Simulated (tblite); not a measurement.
Compound: C6H11O2P.
SMILES with atom numbers: `[CH3:1][O:2][CH:3]=[C:4]=[P:5][CH2:6][CH2:7][O:8][CH3:9]` (hydrogens: H10, H11, H12 on C1; H13 on C3; H14, H15 on C6; H16, H17 on C7; H18, H19, H20 on C9)

Structure optimised with GFN2-xTB, isolated species.

Entries marked ? are missing. Bonds in one row agree within 0.01 Å.

```json
{"coordinate": "C1–O2", "value": "1.404 Å"}
{"coordinate": "O2–C3", "value": "1.370 Å"}
{"coordinate": "C3=C4", "value": "?"}
{"coordinate": "C4=P5", "value": "?"}
{"coordinate": "P5–C6", "value": "1.893 Å"}
{"coordinate": "C6–C7", "value": "?"}
{"coordinate": "C7–O8", "value": "?"}
{"coordinate": "O8–C9", "value": "1.401 Å"}
{"coordinate": "C1–H10, C1–H11, C1–H12", "value": "1.094 Å"}
{"coordinate": "C3–H13", "value": "1.090 Å"}
{"coordinate": "C6–H14, C6–H15", "value": "1.090 Å"}
{"coordinate": "C7–H16, C7–H17", "value": "1.101 Å"}
{"coordinate": "C9–H18, C9–H19", "value": "1.097 Å"}
{"coordinate": "C9–H20", "value": "1.088 Å"}
{"coordinate": "C1–O2–C3", "value": "115.5°"}
{"coordinate": "O2–C3–C4", "value": "123.4°"}
{"coordinate": "C3–C4–P5", "value": "168.4°"}
{"coordinate": "C4–P5–C6", "value": "?"}
{"coordinate": "P5–C6–C7", "value": "?"}
{"coordinate": "C6–C7–O8", "value": "?"}
{"coordinate": "C7–O8–C9", "value": "114.2°"}
```

Question: Fill in the missing values.

Answer: 
- C3=C4 = 1.306 Å, drawn double (outer carbon of cumulated double bonds to central carbon of cumulated double bonds); 0.11 Å below the sum of covalent radii, 1.42 Å.
- C4=P5 = 1.636 Å, drawn double (ends: central carbon of cumulated double bonds; phosphorus bonded to 2 C); 0.12 Å below the sum of covalent radii, 1.76 Å.
- C6–C7 = 1.519 Å, drawn single (sp3 carbon bound to phosphorus to sp3 carbon bound to oxygen); equal to the sum of covalent radii, 1.52 Å.
- C7–O8 = 1.408 Å, drawn single (sp3 carbon bound to oxygen to ether oxygen); 0.01 Å below the sum of covalent radii, 1.42 Å.
- C4–P5–C6 = 99.7°, at the phosphorus bonded to 2 C; the outer atoms are 2.703 Å apart.
- P5–C6–C7 = 106.3°, at the sp3 carbon bound to phosphorus; the outer atoms are 2.741 Å apart.
- C6–C7–O8 = 105.7°, at the sp3 carbon bound to oxygen; the outer atoms are 2.334 Å apart.

Radii are Cordero's, carbon taken as 0.76, 0.73 or 0.69 Å for four, three, and two or fewer neighbours.

Its lowest GFN2-xTB frequency is 17i cm⁻¹, too small to tell a flat minimum from a shallow saddle. One conformer, not necessarily the lowest (C1–O2–C3–C4 178°, C4–P5–C6–C7 170°, P5–C6–C7–O8 41°, C6–C7–O8–C9 -172°). 3 starts were optimised and ended at 0.00, 0.09 and 0.93 kcal/mol (GFN2-xTB); the lowest of these is shown.

All values are computed, not measured.
